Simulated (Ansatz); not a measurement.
```yaml
crystal:
  periodic: [false, false, false]
  atoms:
    - {symbol: C, position_ang: [0.675813, 0.140507, 1.429799]}
    - {symbol: C, position_ang: [0.375813, 0.140507, 1.129799]}
    - {symbol: Al, position_ang: [0.762527, -1.102858, -0.336537]}
    - {symbol: C, position_ang: [0.569623, -0.346281, -2.163254]}
    - {symbol: N, position_ang: [0.301113, 0.885201, -2.371981]}
    - {symbol: H, position_ang: [-1.329435, 1.084973, 2.132812]}
    - {symbol: H, position_ang: [-1.660444, -0.544244, 1.565734]}
    - {symbol: H, position_ang: [-1.596684, 0.787582, 0.419915]}
    - {symbol: H, position_ang: [0.809615, -0.246156, 2.058185]}
    - {symbol: H, position_ang: [0.877710, 1.098707, 0.946557]}
    - {symbol: H, position_ang: [1.150562, -2.629893, -0.115452]}
    - {symbol: H, position_ang: [0.680830, -0.939268, -3.082363]}
    - {symbol: H, position_ang: [0.207927, 1.397028, -1.489412]}
basis:
  gaussian: {orbitals: cc-pVTZ-DK, fitting: {mean_field: def2-universal-jkfit}, point_charges: [{charge: 1.00, position_ang: [6.001, 0.948, -0.634]}]}
hamiltonian: {xc: {name: PBE-QIDH}}
output: {forces: true}
```

```sh
$ ansatz run in.yaml --threads 4 --pin off --events-out ev --progress --plain --max-ram 10444MiB
```

Shortened log:

```
Functional definition: PBE-QIDH
574 factors; integrals over basis functions are off by at most 1.3e0 eV
mean field evaluation 1: about -11056.9131 eV, gradient 1.5e2 eV
mean field evaluation 2: about -11056.9145 eV, gradient 1.5e2 eV
mean field evaluation 4: about -11093.0075 eV, gradient 3.4e1 eV
mean field evaluation 8: about -11100.0962 eV, gradient 2.2e0 eV
mean field evaluation 16: about -11100.2884 eV, gradient 3.6e-1 eV
mean field evaluation 32: about -11100.2911 eV, gradient 1.6e-4 eV
mean field -11100.29111660 eV, -407.9281744875 hartree, gradient 9.0e-6 eV, S^2 0.000000; 6 other end points of the search recorded, 0 dependent functions left out; unrestricted orbitals would lower it
9 core orbitals not correlated: weight in the atoms' cores, before any rotation towards them, 0.996 or more for the frozen orbitals, at most 0.000 for the correlated occupied ones
reference -11100.29113151 eV, -407.9281750355 hartree; 14, 14 occupied and 243, 243 virtual orbitals, 574 factors
second order -25.47839863 eV of doubles, -0.00000000 eV of singles
Total energy: -11108.78393106 eV, -408.2402796621 hartree
Relativity: scalar
Atom 0 at     0.675813     0.140507     1.429799 Å, force   712.095036     0.237780   718.652689 eV/Å
Atom 1 at     0.375813     0.140507     1.129799 Å, force  -732.066500    -0.201056  -742.258298 eV/Å
Atom 2 at     0.762527    -1.102858    -0.336537 Å, force    -1.378882    -1.657895    -5.111296 eV/Å
Atom 3 at     0.569623    -0.346281    -2.163254 Å, force    -0.064669     0.694125    -0.270187 eV/Å
Atom 4 at     0.301113     0.885201    -2.371981 Å, force    -0.013365    -0.434266     0.085307 eV/Å
Atom 5 at    -1.329435     1.084973     2.132812 Å, force    -1.000770    -1.772821    -1.749904 eV/Å
Atom 6 at    -1.660444    -0.544244     1.565734 Å, force     0.868253     0.876239     1.708161 eV/Å
Atom 7 at    -1.596684     0.787582     0.419915 Å, force     1.732570     0.794993    -0.086333 eV/Å
Atom 8 at     0.809615    -0.246156     2.058185 Å, force    13.819777   -12.909138    30.993188 eV/Å
Atom 9 at     0.877710     1.098707     0.946557 Å, force     6.007849    13.973137    -3.318729 eV/Å
Atom 10 at     1.150562    -2.629893    -0.115452 Å, force     0.057987     0.465120     1.117265 eV/Å
Atom 11 at     0.680830    -0.939268    -3.082363 Å, force     0.128011    -0.088457     0.318171 eV/Å
Atom 12 at     0.207927     1.397028    -1.489412 Å, force    -0.144023    -0.013444    -0.016325 eV/Å
Dipole moment:     0.347544    -0.681028     0.824465 e Å
```

Problem. Something in this input is off. What?

Solution. One atom was put on top of another. The run converged. The result belongs to that input, not to the molecule as meant.
